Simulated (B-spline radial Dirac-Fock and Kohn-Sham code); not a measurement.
**How the binding energies of Pt⁺ add up**

System: Pt⁺, [Xe] 4f14 5d9, inside a Watson sphere of charge -1 and radius 2.2 Å (a model of the Madelung potential; inside it an electron's potential energy is raised by 6.5 eV); nuclear rms radius 5.427 fm (A = 195).

Input of the calculation (task.json; shells as n, l, electrons):

```json
{"items": [{
  "Z": 78,
  "q": 1,
  "cfg": [[1, 0, 2], [2, 0, 2], [2, 1, 6], [3, 0, 2], [3, 1, 6], [3, 2, 10], [4, 0, 2], [4, 1, 6], [4, 2, 10], [4, 3, 14], [5, 0, 2], [5, 1, 6], [5, 2, 9]],
  "A": 195,
  "rrms": 5.427,
  "watson": [-1, 2.2],
  "do": ["binding"]
}]}
```

Command: `python xray_run.py task.json out`

Calculated with a radial atomic solver, using Dirac-Fock (average of configuration) total-energy differences with a finite nucleus, the Breit interaction including its frequency dependence, and self-energy and vacuum-polarisation corrections. Correlation energy is missing from these numbers. Energies are counted from the vacuum level. Subshells whose hole state is unreliable or did not converge are left out.

All terms are in eV, carry their sign (relaxation lowers the binding energy) and add up to the binding energy; ⟨r⟩ is the mean radius of the orbital in the initial state.

```tsv
subshell	−ε (Koopmans)	relaxation	Gaunt	retardation	self-energy	vacuum polarisation	binding energy	⟨r⟩ (bohr)
K (1s)	78910.5	-93.21	-300.85	27.86	-180.04	36.25	78400.5	0.017
L1 (2s)	14006.9	-56.56	-33.58	2.42	-26.64	5.05	13897.6	0.072
L2 (2p1/2)	13396.7	-61.32	-57.68	6.07	-0.60	0.29	13283.4	0.059
L3 (2p3/2)	11664.6	-57.70	-39.03	8.49	-2.11	-0.17	11574.1	0.068
M1 (3s)	3357.7	-32.43	-6.10	0.39	-6.17	1.14	3314.5	0.186
M2 (3p1/2)	3085.3	-33.59	-10.78	0.98	-0.28	0.07	3041.7	0.177
M3 (3p3/2)	2699.2	-31.61	-6.94	1.61	-0.54	-0.05	2661.7	0.192
M4 (3d3/2)	2251.7	-34.59	-4.66	0.42	0.42	-0.05	2213.2	0.168
N1 (4s)	758.4	-14.38	-1.24	0.08	-1.53	0.28	741.6	0.415
N2 (4p1/2)	642.0	-14.28	-2.25	0.20	-0.05	0.02	625.6	0.418
N3 (4p3/2)	548.9	-13.07	-1.30	0.35	-0.12	-0.01	534.7	0.451
N4 (4d3/2)	358.0	-12.79	-0.61	0.05	0.10	-0.01	344.7	0.461
N6 (4f5/2)	94.70	-11.88	0.19	-0.06	0.07	-0.01	83.01	0.509
N7 (4f7/2)	91.05	-11.67	0.32	-0.05	0.05	-0.01	79.69	0.516
O1 (5s)	121.6	-4.21	-0.18	0.01	-0.29	0.05	117.0	0.970
O2 (5p1/2)	82.49	-3.67	-0.30	0.02	-0.01	0.00	78.53	1.051
O3 (5p3/2)	66.95	-3.06	-0.14	0.05	-0.02	0.00	63.77	1.145
O4,5 (5d)	13.02	-1.61	0.01	0.00	0.01	0.00	11.42	1.654
```

For the deepest level, K (1s), the Breit terms make up -0.348 % of the binding energy, QED -0.183 % and orbital relaxation -0.119 %.

Spin-orbit splittings: 2p 1709.4 eV, 3p 380.0 eV, 4p 90.87 eV, 4f 3.32 eV, 5p 14.76 eV.
